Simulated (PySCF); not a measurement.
HO2, SMILES [O]O (connectivity only; charge and spin as stated), charge -1, multiplicity 1. Geometry: r2SCAN-D4/def2-TZVPD. The spin state was assumed, not searched. The isomer is the one that the SMILES or the coordinates give; other isomers of the formula were not compared.

All values below come from PySCF with r2SCAN-D4/def2-TZVPD.

Harmonic wavenumbers (cm⁻¹): 793, 1142, 3738. Rotational constants (GHz): 595.0, 26.49, 25.36; symmetry number 1.

**Question.** Work out the zero-point energy and the ideal-gas rigid-rotor harmonic-oscillator thermochemistry at 298.15 K and 1 atm.

**Answer.** ZPE = ½ Σ hcν = ½ × 5673 cm⁻¹ = 33.93 kJ/mol. H − E(el) = 44.11 kJ/mol. Entropy in J/(mol K): translation 152.36, rotation 72.54, vibration 1.11, total 226.01. G − E(el) = -23.27 kJ/mol. Cp = 37.06 J/(mol K).
